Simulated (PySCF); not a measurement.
## Molybdenum: a sound run and one with changed settings

Sound run: Mo [Kr] 4d5 5s1, Mo+ [Kr] 4d5. Calculation: PySCF 2.14, in aug-cc-pVDZ-PP with ECP28MDF; a scalar-relativistic core potential. In the sound run the correlated levels freeze 4s2 4p6 outside the core potential. The sound run starts from symmetry-adapted Hartree-Fock orbitals and uses a fine grid where one is needed.

Changed run: all electrons correlated in a basis built for the valence shell.

```json
{"species": "Mo", "method": "MP2", "sound run (hartree)": "-67.40952", "changed run (hartree)": "-67.60094", "converged": "yes"}
{"species": "Mo+", "method": "MP2", "sound run (hartree)": "-67.16004", "changed run (hartree)": "-67.33894", "converged": "yes"}
```

Ionisation energy of Mo:

```
 method  sound run (eV)  changed run (eV)
    UHF           6.256             6.256
    MP2           6.788             7.129
SCS-MP2           6.433             6.759
```

A valence basis has no tight correlating functions, so it recovers only part of the core correlation, and not evenly between atom and ion.

For comparison, NIST gives 7.092 eV between the lowest levels.
